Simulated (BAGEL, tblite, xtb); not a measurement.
How methods differ on C2H6BN (SMILES [BH3-]C#[N+]C)

C2H6BN: 10 atoms, total charge 0, spin state singlet. SMILES: `[BH3-]C#[N+]C`. The coordinates come from a PBE0-D4/def2-TZVP relaxation.

Quantity: the dipole moment, in D. The values are calculated.

```csv
level,kind,program,value (D),CPU time
GFN2-xTB,semi-empirical,tblite,5.43,under 2 s
GFN0-xTB,semi-empirical,xtb,9.23,under 2 s
GFN1-xTB,semi-empirical,tblite,6.17,under 2 s
IPEA1-xTB,semi-empirical,tblite,7.72,under 2 s
HF/cc-pVDZ (density fitting with tzvpp-jkfit),Hartree–Fock,BAGEL,6.91,0.72 s
HF/aug-cc-pVDZ (density fitting with tzvpp-jkfit),Hartree–Fock,BAGEL,6.78,1.6 s
HF/cc-pVTZ (density fitting with tzvpp-jkfit),Hartree–Fock,BAGEL,6.81,2.3 s
HF/d-aug-cc-pVDZ (density fitting with tzvpp-jkfit),Hartree–Fock,BAGEL,6.77,2.4 s
HF/aug-cc-pVTZ (density fitting with tzvpp-jkfit),Hartree–Fock,BAGEL,6.75,5 s
HF/cc-pVQZ (density fitting with qzvpp-jkfit),Hartree–Fock,BAGEL,6.77,5.9 s
```

The values span 5.43 to 9.23 D. Magnitudes only. CPU times are rough (shared hosts, several kinds of processor and program).
